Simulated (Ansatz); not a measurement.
C2H5BClN can be A, `CC(=N)BCl`, or B, `C=NBCCl`.

Computed with Ansatz on PBE0-D4/def2-TZVP structures; ΔE is electronic, products minus reactants. CCSD(T)/CBS adds triple-zeta CCSD(T) − MP2 to the extrapolated MP2 energy (def2 sets, frozen cores). Functionals use def2-TZVPP. One conformer a species, not always the lowest.

(1) Which is lower in electronic energy at CCSD(T)/CBS, and by how much? (Best estimate.)

(2) Give E(B) − E(A) in kcal/mol with CCSD(T)/def2-TZVPP, MP2/def2-TZVPP, HF/def2-TZVPP, PBE0-D4, r2SCAN-D4, PBE-D4, B2PLYP. (Best estimate.)

Largest T1 diagnostic: 0.014.

Results:

(1) Computed: A, by 7.3 kcal/mol.

(2) The calculation gave: CCSD(T)/def2-TZVPP 8.2, MP2/def2-TZVPP 8.6, HF/def2-TZVPP 8.5, PBE0-D4 5.4, r2SCAN-D4 5.1, PBE-D4 3.7, B2PLYP 5.7. None reverses the order clearly.

From PBE to PBE0 (25 % exact exchange), in def2-TZVPP and without D4, E(B) − E(A) moves by +1.7 kcal/mol.
